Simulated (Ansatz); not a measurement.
GaB7, relaxed as a singlet with RKS PBE0-D4/def2-SVP in Ansatz, starting from the GFN1-xTB geometry. Force threshold 0.02 eV/Å.

The restricted singlet is unstable towards broken spin symmetry at other levels; at PBE0-D4/def2-SVP this wasn't settled. The structure comes from a short search, and lower isomers may exist.

Start:

```tsv
atom	x (Å)	y (Å)	z (Å)
Ga1	-2.5292	0.1315	-0.1226
B2	1.5960	0.3753	-0.6320
B3	-0.7547	0.1778	-1.5365
B4	0.4409	-0.3742	1.9649
B5	1.5030	-0.0390	0.9144
B6	-0.9336	-0.5723	1.3288
B7	-0.0024	-0.3057	-0.0804
B8	0.6801	0.6066	-1.8365
```

| step | energy (eV) | largest force component (eV/Å) | SCF passes |
| --- | --- | --- | --- |
| 1 | -57080.7124 | 1.792 | 21 |
| 2 | -57081.1818 | 1.186 | 32 |
| 3 | -57081.3573 | 0.861 | 30 |
| 4 | -57081.3604 | 1.511 | 33 |
| 5 | -57081.4875 | 1.296 | 28 |
| 6 | -57081.5547 | 0.189 | 30 |
| 7 | -57081.5607 | 0.037 | 30 |
| 8 | -57081.5613 | 0.009 | 29 |

Force components are those of the run's own axes.

End:

```csv
atom,x (Å),y (Å),z (Å)
Ga1,-2.312,-0.148,-0.183
B2,1.685,0.303,-0.642
B3,-0.895,0.320,-1.546
B4,0.379,-0.427,1.799
B5,1.588,-0.099,0.900
B6,-1.078,-0.444,1.391
B7,0.036,0.003,0.003
B8,0.598,0.490,-1.722
```

By distances, no bond broke or formed. The bond that changes most is Ga1–B3, from 2.27 to 2.02 Å (atoms count from 1).

No frequencies were taken in this run, so the end may be a saddle point.

Hardware: 4 threads of Arm Neoverse V2 on a shared host. Wall time 15 s.
